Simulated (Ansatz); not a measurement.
Z-matrix (Å, degrees):
```
Ta
O 1 1.712
F 1 1.883 2 110.3
N 1 1.960 2 104.1 3 118.8
F 1 1.883 2 110.3 3 -122.3
H 4 1.009 1 124.6 2 0.0
H 4 1.011 1 124.8 2 -180.0
```

Total charge 0; spin multiplicity 1. Ta: def2 effective core potential.

(1) List the ωB97M-V/def2-TZVPP orbital energies in eV (Ansatz). (Estimate.)

Answers

(1) The calculation gave: Occupied: -677.60, -677.60, -525.98, -395.13, -79.56, -45.68, -45.52, -45.25, -35.29, -34.96, -27.77, -26.80, -17.14, -16.01, -15.99, -15.47, -15.37, -15.36, -14.64, -14.46, -12.51, -12.18, -12.10, -11.25. Lowest empty: 0.68, 1.14, 1.64, 2.08, 2.50, 2.76, 3.18, 3.72.
